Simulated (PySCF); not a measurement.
Compound: C8H10O.
Atom-mapped SMILES: `[CH3:1][C:2](=[O:3])[C@@H:4]1[CH:5]=[CH:6][CH:7]=[C:8]1[CH3:9]` (hydrogens: H10, H11, H12 on C1; H13 on C4; H14 on C5; H15 on C6; H16 on C7; H17, H18, H19 on C9)

Cartesian coordinates in Å at the PBE0-D3(BJ)/def2-SVP level; atoms count from 1:
```xyz
19
C8H10O angstrom
C      2.169    0.216    0.494
C      1.344   -0.221   -0.686
O      1.732   -1.036   -1.485
C     -0.065    0.377   -0.808
C     -0.211    1.781   -0.311
C     -1.057    1.790    0.741
C     -1.530    0.432    0.993
C     -0.984   -0.421    0.093
C     -1.197   -1.885   -0.057
H      2.632    1.189    0.269
H      2.962   -0.519    0.679
H      1.540    0.357    1.385
H     -0.352    0.262   -1.867
H      0.308    2.638   -0.743
H     -1.356    2.667    1.317
H     -2.235    0.152    1.779
H     -0.244   -2.439   -0.050
H     -1.680   -2.119   -1.021
H     -1.835   -2.278    0.747
```

Computed with PySCF at PBE0/pcSseg-1, non-relativistic, on one gas-phase PBE0-D3(BJ)/def2-SVP geometry that isn't relaxed in the solvent. The solvent is an IEF-PCM continuum (cavity from Bondi-type radii × 1.2). The model holds no explicit solvent molecules, cavitation or dispersion.

```json
{"run": "gas", "E − E(gas) (kcal/mol)": "0.00", "HOMO (eV)": "-6.47", "HOMO–LUMO gap (eV)": "5.47", "dipole (D)": "2.36"}
{"run": "P", "E − E(gas) (kcal/mol)": "-5.53", "HOMO (eV)": "-6.37", "HOMO–LUMO gap (eV)": "5.45", "dipole (D)": "3.06"}
{"run": "Q", "E − E(gas) (kcal/mol)": "-3.97", "HOMO (eV)": "-6.38", "HOMO–LUMO gap (eV)": "5.45", "dipole (D)": "2.85"}
```

Problem. The runs were made in chloroform and dimethylsulfoxide. Which run belongs to which solvent?

Solution. P = dimethylsulfoxide, Q = chloroform. The dielectric constants are 4.711 (chloroform), 46.83 (dimethylsulfoxide), and the energy falls further as ε rises. In this model the ground state sees the solvent through ε alone.

Problem. How constant is the ratio of the lowering to (ε − 1)/(2ε + 1)?

Solution. 
```
          solvent  (ε − 1)/(2ε + 1)  E − E(gas) (kcal/mol)  ratio (kcal/mol)  polarisation term (kcal/mol)
       chloroform             0.356                  -3.97             -11.2                         -4.36
dimethylsulfoxide             0.484                  -5.53             -11.4                         -6.30
```

The ratio changes by +2.4 % in size from chloroform to dimethylsulfoxide. The polarisation term is half the interaction of the solute with the induced surface charges.

Time: 59 s of wall time. Hardware: Arm Neoverse N1, one thread, no GPU, shared host. This is the whole shielding run at PBE0/pcSseg-1 in dimethylsulfoxide, SCF included.
